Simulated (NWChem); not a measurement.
GeH₂ClF; SMILES [F][GeH2][Cl]

Program: NWChem. Structure relaxed at the B3LYP/6-31G* (spherical d) level. Isotropic polarisability at PBE0/def2-SVPD. A Cauchy series cut after its second term is a line in ω².

```
row      ω² (10⁻³ Ha²)  α (bohr³)
-------  -------------  ---------
static            0.00      44.41
1065 nm           1.83      44.80
589 nm            5.98      45.70
400 nm           12.97   withheld
```

Fit a straight line of the last column on the one before it, predict the withheld value, and compare with the run.


1. Means of the 3 shown rows: x = 2.603, y = 44.970. Slope Σ(x − x̄)(y − ȳ)/Σ(x − x̄)² = 4.054/18.78 = 0.2159; intercept 44.408.
2. The shown rows scatter about the line by 0.002 (root mean square); the largest residual is 0.00, at 1065 nm.
3. At x = 12.97 (400 nm; beyond the shown range) the line gives 47.21.
4. The run gives 47.35, +0.14 from the line. The intercept estimates α(0), and the slope, 216 bohr³/Ha², the next Cauchy moment.
